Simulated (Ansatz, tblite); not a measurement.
Cost and result up the ladder for the cluster Al4H7⁻ (the lowest singlet isomer of a short search) (11 atoms). Charge -1, multiplicity 1. Geometry: PBE0-D4/def2-SVPD.

```csv
atom,x (Å),y (Å),z (Å)
Al1,-0.047,0.272,-0.424
Al2,0.099,-2.835,3.519
Al3,0.290,-1.371,1.395
Al4,0.208,1.847,-2.527
H5,-1.027,-1.030,0.078
H6,0.781,3.230,-1.904
H7,0.489,-1.121,3.156
H8,-1.310,1.957,-3.089
H9,0.192,0.455,1.276
H10,1.229,1.092,-3.532
H11,-0.905,-2.497,2.052
```

Ansatz on 4 threads of Arm Neoverse N1 on a shared host; xTB runs through tblite on one thread. Times are rough, summed over both states, and most runs start from the orbitals of an earlier one. PBE0-D4/def2-TZVPD serves as the yardstick here, not as an exact answer. The other state is a triplet.

The xTB rows come from tblite. The structure comes from a short search, and lower isomers may exist.

xTB has no spin-polarisation term.

```json
{"level": "GFN1-xTB", "functions": "50", "wall time": "0.023 s"}
{"level": "GFN2-xTB", "functions": "43", "wall time": "0.027 s"}
{"level": "PBE-D4/def2-TZVPD", "functions": "235", "wall time": "14 s"}
{"level": "PBE0-D4/def2-TZVPD", "functions": "235", "wall time": "24 s"}
{"level": "r2SCAN-D4/def2-TZVPD", "functions": "235", "wall time": "30 s"}
```

Q: Estimate what each level gives for the vertical triplet (eV).

A: 
```csv
level,vertical triplet (eV),difference from PBE0-D4/def2-TZVPD (eV)
GFN1-xTB,3.48,2.47
GFN2-xTB,0.87,-0.14
PBE-D4/def2-TZVPD,1.10,0.09
PBE0-D4/def2-TZVPD,1.01,0.00
r2SCAN-D4/def2-TZVPD,0.88,-0.14
```
